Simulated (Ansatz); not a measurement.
Tl₂H₂⁻. The state is a doublet with charge -1. Geometry PBE0-D4/def2-TZVP, that of the neutral singlet; atoms count from 1.

```xyz
4

Tl    0.5481   -0.4754   -1.5624
Tl   -0.5484    0.4748    1.5624
H     0.8106   -0.7737    0.5197
H    -0.8102    0.7742   -0.5197
```

In the def2 sets Tl takes a core potential; there is no spin–orbit coupling. The highest occupied level of the charge -1 doublet lies above zero (up to 0.72 eV). By energy differences its removal costs 0.65 eV (vertical, to the charge 0 singlet, at PBE0-D4/def2-TZVPD); a positive level beside a positive removal energy at the same level points to self-interaction error. The structure comes from a short search, and lower isomers may exist.

(1) Estimate the Mulliken populations from the PBE0/def2-TZVPD orbitals of Ansatz.

(2) Where does the spin sit?

(3) And the Mayer bond orders between bonded heavy atoms (over 0.3)?

Answers

(1) 
| atom | charge (e) | spin (α − β) |
| --- | --- | --- |
| Tl1 | -0.28 | 0.52 |
| Tl2 | -0.28 | 0.52 |
| H3 | -0.22 | -0.02 |
| H4 | -0.22 | -0.02 |
Mulliken values and Mayer orders depend strongly on the basis. With diffuse functions, as here, like atoms can get unlike values, and bond orders can come out too low or too high.

(2) Summed by element: Tl 1.04, H -0.04, of 1 unpaired in all. Largest on single atoms: Tl1 0.52, Tl2 0.52, H4 -0.02.

(3) Tl1–Tl2 0.86 (3.45 Å).
